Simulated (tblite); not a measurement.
Species: C6H5N2 (doublet state).
Bonds: C1–C2 (triple), C2–C3, C3–C4 (aromatic), C4–N5 (aromatic), N5–N6 (aromatic), N6–C7, N6–C8 (aromatic), C3–C8 (aromatic). Hydrogens: H9 on C1; H10, H11, H12 on C7; H13 on C8.

Computed geometry: GFN2-xTB, gas phase. This method treats the open shell by occupation alone, without spin polarisation.

Give the optimised bond lengths and angles.

```csv
bond,length (Å)
C1≡C2,1.201
C2–C3,1.401
C3–C4,1.407
C4–N5,1.293
N5–N6,1.342
N6–C7,1.434
N6–C8,1.350
C3–C8,1.392
C1–H9,1.048
"C7–H10, C7–H11, C7–H12",1.091
C8–H13,1.073
```

Bonds in one row agree within 0.01 Å and their mean is given. A selection of angles:
```csv
angle,degrees
C1–C2–C3,179.4
C2–C3–C4,129.8
C2–C3–C8,128.1
C4–C3–C8,102.1
C3–C4–N5,113.2
C4–N5–N6,106.1
N5–N6–C7,121.3
N5–N6–C8,110.7
C7–N6–C8,127.9
C3–C8–N6,107.9
```

C3 (carbon bonded to 3 C) is planar (angles 129.8°, 128.1° and 102.1°, sum 360.0°, 0.00 Å off the plane of its three neighbours). C8 (carbon bonded to C, N and H) is planar (angles 129.6°, 122.5° and 107.9°, sum 360.0°, 0.00 Å off the plane of its three neighbours). The 8 heavy atoms lie in one plane (0.007 Å rms). The C–N distances run from 1.293 Å (C4–N5, aromatic) to 1.434 Å (N6–C7, drawn single), a spread of 0.141 Å. N6 (nitrogen bonded to 2 C and N) is planar (angles 127.9°, 121.3° and 110.7°, sum 360.0°, 0.01 Å off the plane of its three neighbours). The 5-membered ring C3–C4–N5–N6–C8 has internal angles of 102.1° to 113.2°; it is planar, 0.00 Å rms from its mean plane, widest ring torsion 0°. The 4 C–C bonds span 1.201 Å (C1≡C2, drawn triple) to 1.407 Å (C3–C4, aromatic), a spread of 0.206 Å.

Its GFN2-xTB frequencies are all real (lowest 16 cm⁻¹). 2 starts were optimised and ended at 0.00 and 0.07 kcal/mol (GFN2-xTB); the lowest of these is shown.
